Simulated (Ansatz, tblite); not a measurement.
Cost and result up the ladder for Mg4Te4 (the lowest singlet isomer of a short search) (8 atoms). Total charge 0; singlet. Geometry: PBE-D4/def2-SVP.

```
atom    x (Å)    y (Å)    z (Å)
 Mg1   1.2392   0.4210   1.4268
 Mg2   0.2432   1.2510  -1.4573
 Mg3  -1.8145   0.1269   0.6643
 Mg4   0.3320  -1.7989  -0.6338
 Te5   2.5942  -0.1806  -0.9473
 Te6  -1.7729  -0.6016  -2.0378
 Te7  -0.4735   2.5721   0.9039
 Te8  -0.3477  -1.7899   2.0813
```

Ansatz on 4 threads of Arm Neoverse V1 on a shared host; xTB runs through tblite on one thread. Times are rough, summed over both states, and most runs start from the orbitals of an earlier one. PBE0-D4/def2-TZVP serves as the yardstick here, not as an exact answer. The other state is a doublet.

In the def2 sets Te takes a core potential; there is no spin–orbit coupling. The xTB rows come from tblite. HOMO above LUMO, or a gap near zero within one spin, warns that the state may not be the lowest or that an electron is smeared out. The structure comes from a short search, and lower isomers may exist.

Raw xTB energies of ions are shifted by several eV.

| level | functions | wall time | vertical IE (eV) | difference from PBE0-D4/def2-TZVP (eV) | remarks |
| --- | --- | --- | --- | --- | --- |
| GFN1-xTB | 52 | 0.018 s | 11.53 | 3.80 | – |
| GFN2-xTB | 72 | 0.068 s | 10.09 | 2.35 | – |
| PBE-D4/def2-TZVP | 328 | 76 s | 7.41 | -0.33 | gap within one spin near zero (+1 doublet) |
| PBE0-D4/def2-TZVP | 328 | 2.7 min | 7.74 | 0.00 | – |
| r2SCAN-D4/def2-TZVP (with forces) | 328 | 3.1 min | 7.58 | -0.16 | gap within one spin near zero (+1 doublet) |
